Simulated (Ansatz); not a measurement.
Basis sets compared for B₁₀P₁₀. Charge 0, multiplicity 1. Geometry PBE-D4/def2-SVP. Ansatz on 2 threads of AMD EPYC 7R13 on a shared host and a share (18 GiB) of an NVIDIA H100 80GB HBM3; times are rough, and most runs start from earlier orbitals.

```xyz
20

B     1.343   -1.503   -1.642
B     1.500    0.296   -0.743
B     0.605    1.471   -1.869
B     1.210    1.142    0.751
B    -0.486   -2.122    0.081
B    -1.319   -0.770   -0.858
B    -1.358   -0.980    0.984
B    -0.597    1.110    1.977
B     0.028    2.210   -0.458
B    -2.281    0.279   -0.013
P     2.801   -1.160   -0.576
P     1.149   -2.943   -0.364
P    -0.019   -0.321   -2.200
P     1.154    0.669    2.587
P     2.469    1.788   -1.799
P     1.770    2.927    0.137
P    -0.750   -0.601    2.807
P    -2.309   -2.548   -0.363
P    -3.357   -0.941    0.959
P    -1.552    1.996    0.601
```

Single mean-field runs in def2-TZVP are fitted with def2-universal-jkfit.

Binding counts from free atoms (B doublet, P quartet) in the same basis, without a counterpoise term.

```tsv
level	functions	energy (Eh)	HOMO (eV)	LUMO (eV)	binding per atom (eV)	wall time
PBE-D4/def2-SVP	320	-3659.0582	-5.61	-4.58	4.58	2.3 s
PBE0-D4/def2-SVP	320	-3659.3467	-6.48	-4.16	4.41	2.5 s
```

Question: Estimate the rows for PBE-D4/def2-TZVP, PBE0-D4/def2-TZVP.

Answer: 
```tsv
level	functions	energy (Eh)	HOMO (eV)	LUMO (eV)	binding per atom (eV)	wall time
PBE-D4/def2-TZVP	680	-3660.4698	-5.58	-4.57	4.54	3.2 s
PBE0-D4/def2-TZVP	680	-3660.7493	-6.39	-4.09	4.38	3.8 s
```
